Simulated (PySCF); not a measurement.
Li (lithium, neutral) across methods

[He] 2s1, 2S determinant. Computed with PySCF 2.14 in aug-cc-pVDZ, with no relativity, point nucleus. The B2PLYP total includes its PT2 part (frozen core); its orbital energies are those of the SCF part.

```csv
method,E (hartree),mean ε 1s α (eV),mean ε 1s β (eV),mean ε 2s α (eV),Σ⟨r²⟩ (bohr²),⟨S²⟩
B2PLYP,-7.4687,-60.474,-60.195,-4.301,18.29,0.750
wB97M-V,-7.4712,-58.865,-58.548,-4.759,19.56,0.750
PBE0,-7.4662,-55.795,-55.537,-3.839,18.18,0.750
UHF,-7.43243,-67.617,-67.225,-5.342,18.66,0.750
r2SCAN,-7.4789,-53.210,-53.084,-3.280,18.12,0.750
LDA,-7.3414,-50.520,-50.328,-3.172,18.59,0.750
MN15,-7.4848,-56.964,-56.640,-3.270,22.67,0.750
BP86,-7.4796,-51.828,-51.664,-3.285,18.24,0.750
PBE,-7.4605,-51.614,-51.404,-3.243,18.23,0.750
```
